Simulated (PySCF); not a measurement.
Delta-SCF ions had no search for a lower state. Excitations are Tamm–Dancoff values on a coarser integration grid. The basis has no diffuse functions, so Rydberg states are missing or too high.

## CH$_{4}$S$_{2}$, SMILES `SCS` (H–S–C–S torsion 56°, S–C–S–H torsion 56°) (charge 0, multiplicity 1)

These are M06-2X/def2-TZVP // B3LYP-D3(BJ)/def2-TZVP run with PySCF values and carry that method's errors.

```
Item                                                    Result
--------------------------------------  ----------------------
HOMO                                                  -8.01 eV
dipole moment                                           0.42 D
LUMO                                                   0.58 eV
HOMO–LUMO gap                                          8.59 eV
S1 excitation (TDA)                                    5.04 eV
S1 oscillator strength                                   0.005
T1 excitation (TDA)                                    4.64 eV
S1–T1 gap (TDA)                                        0.40 eV
vertical ionisation energy (Delta-SCF)                 9.27 eV
total energy                                      -836.8676 Ha
cost                                    roughly 5 core-minutes
```

```xyz
7

S      1.2046    -0.1944     1.0294
C     -0.0502     0.5629    -0.0487
S     -1.1359    -0.5755    -0.9628
H      1.7874    -0.9438     0.0789
H     -0.6351     1.2105     0.6013
H      0.4216     1.1829    -0.8082
H     -1.5923    -1.2427     0.1101
```
Charge 0, spin multiplicity 1.
